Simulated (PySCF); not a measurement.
**Spinor energies of Co⁺ (cobalt, charge +1)**

Start: [Ar] 3d8; 3d3/2 filled at m_j = -3/2, -1/2, +1/2, +3/2; 3d5/2 filled at m_j = -1/2, +1/2, +3/2, +5/2. Calculated with PySCF 2.14 in x2c-TZVPall-2c (6s7p4d1f, 54 functions): generalised Hartree-Fock with the X2C-1e Hamiltonian and a Gaussian nucleus; one run each with spin-orbit coupling (SO) switched off, then screened by Boettger's factors.

```csv
spinor shell,electrons,"ε, spin-free (eV)","ε, screened SO (eV)",weight of nominal j (screened SO),"rms radius, screened SO (bohr)"
1s1/2,2,-7779.3,-7779.2,1.000,0.0649
2s1/2,2,-967.00,-966.95,1.000,0.276
2p1/2,2,-824.75,-835.26,0.998,0.247
2p3/2,4,-824.75,-819.57,0.999,0.250
3s1/2,2,-128.02,-128.00,1.000,0.837
3p1/2,2,-85.166,-88.622,0.773,0.893
3p3/2,4,-85.166,-83.435,0.886,0.903
3d3/2,4,-19.906,-19.830,0.689,1.27
3d5/2,4,-19.906,-19.981,0.734,1.27
```

| quantity | spin-free | screened SO |
| --- | --- | --- |
| E (hartree) | -1391.54722 | -1391.57602 |
| M_J | 4 | 4 |
| ⟨J²⟩ | 20.014 | 20.014 |
| ⟨L²⟩ | 12.007 | 12.013 |
| ⟨S²⟩ | 2.007 | 2.006 |

Each row is a mean over spinors that exchange with the open shell spreads, by up to 9.793 eV (3p3/2).

Rows whose weight is well below 1 are mixtures of j = l ± 1/2: exchange outweighs spin-orbit coupling there, and the label is only the starting occupation.

Without spin-orbit coupling the j labels of p, d and f shells carry no meaning; the spin-free column gives the mean over the occupied spinors of each nl shell.
